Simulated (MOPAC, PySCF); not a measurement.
[Y(Cl)2(NH2)], neutral singlet in the gas phase. 

Z-matrix (Å, degrees):
```
Y
N 1 2.1092
H 2 1.0295 1 126.85
H 2 1.0295 3 106.30 1 179.92
Cl 1 2.4701 2 115.96 3 -179.89
Cl 1 2.4701 2 115.96 3 0.10
```
Charge 0, spin multiplicity 1.

All levels are single points at this geometry (PBE-D3(BJ)/def2-SVP); Pople sets use spherical d functions. Orbital energies aren't observables, and empty levels follow the basis.

```csv
level,HOMO (eV),LUMO (eV),gap (eV),dipole (D),"vertical IE, Delta-SCF (eV)"
PBE-D3(BJ)/def2-TZVP in PySCF,-6.33,-3.02,3.31,2.76,–
TPSSh-D3(BJ)/def2-TZVP in PySCF,-6.90,-2.49,4.40,2.75,–
B3LYP/LANL2DZ in PySCF,-7.57,-2.97,4.59,3.73,–
BP86/6-31G* (LANL2DZ on Y) in PySCF,-6.46,-3.22,3.24,3.50,–
HF/6-31G* (LANL2DZ on Y) in PySCF,-10.98,-0.07,10.91,3.41,8.53
PM7 in MOPAC,-9.80,-0.24,9.56,3.18,–
```
